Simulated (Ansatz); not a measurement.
# Worked example: BH(CH3)(SiH3) + CHI2 → B(CH3)(SiH3) + CH2I2

Gas-phase species: BH(CH3)(SiH3), singlet; CHI2 `I[CH]I`, doublet; B(CH3)(SiH3), doublet; CH2I2 (diiodomethane) `ICI`, singlet. A radical takes H: the energy is the difference in strength between the B–H bond broken and the C–H bond made.

Shapes, held fixed at every level: PBE0-D4/def2-TZVP. Programs: Ansatz 0.2.0. The zero-point and thermal change to 298 K, harmonic and unscaled (PBE0-D4/def2-TZVP), is +7.9 kJ/mol.

At CCSD(T)/def2-TZVPP; 1 Eh = 2625.50 kJ/mol:

| species | energy (Eh) |
| --- | --- |
| BH(CH3)(SiH3) | -356.045396 |
| CHI2 | -632.845953 |
| B(CH3)(SiH3) | -355.380158 |
| CH2I2 | -633.508921 |

Problem. Work out ΔH(298 K) of the reaction at this level.

Solution. 
1. Products less reactants: (-355.380158) + (-633.508921) − [(-356.045396) + (-632.845953)] = 0.002270 Eh = +6.0 kJ/mol.
2. With the thermal change: +6.0 + (+7.9) = +13.9 kJ/mol.

Other levels give +13.6 (PBE-D4/def2-TZVPP) to +18.3 kJ/mol (HF/def2-SVP). No measured value is set beside it here. Spin contamination: CHI2 (⟨S²⟩ up to 0.78). Open shells run unrestricted. For atoms past krypton def2 sets carry core potentials with scalar relativity. Outer-core shells of I are correlated, in sets that cover them unevenly.
